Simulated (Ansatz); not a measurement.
`CB(O)[SiH2][AlH2]`. Total charge 0; spin multiplicity 1.

```xyz
13

C    -1.593    0.049   -1.255
B    -1.030    0.305    0.182
O    -1.881    0.144    1.230
Si    0.921    0.817    0.498
Al    2.312   -1.191    0.320
H    -0.933   -0.592   -1.849
H    -1.640    1.001   -1.799
H    -2.596   -0.385   -1.243
H    -1.493    0.349    2.085
H     1.082    1.442    1.849
H     1.365    1.816   -0.520
H     2.752   -2.007    1.612
H     2.732   -1.748   -1.110
```

(1) List the harmonic frequencies (cm⁻¹, unscaled) at PBE0-D4/def2-TZVP in Ansatz. (Best estimate.)

(2) Is this a minimum?

(3) Give the ideal-gas thermochemistry at 298.15 K and 1 bar (rigid rotor, harmonic oscillator; point group C1, symmetry number 1).

(4) And at 400, 500, 600, 800 and 1000 K?

Answers

(1) Ansatz gave: 31, 64, 70, 77, 181, 308, 319, 362, 405, 481, 516, 540, 618, 650, 663, 779, 839, 864, 921, 957, 1167, 1307, 1355, 1446, 1455, 1902, 1912, 2163, 2187, 3033, 3097, 3127, 3873.

(2) Yes, all 33 modes are real.

(3) Zero-point energy 225.3 kJ/mol; H(298) − E = 252.9 kJ/mol; entropy 406.4 J/(mol·K), of which translation 166.5, rotation 117.5, vibration 122.4; G(298) − E = 131.7 kJ/mol. Modes under 100 cm⁻¹ are hindered rotations or soft bends, so the harmonic entropy is rough.

(4) 
```
T (K)  H − E (kJ/mol)  S (J/mol/K)  G − E (kJ/mol)
  400           268.7        451.8            88.0
  500           286.5        491.4            40.8
  600           306.1        527.0           -10.2
  800           349.4        589.1          -122.0
 1000           396.8        642.0          -245.2
```
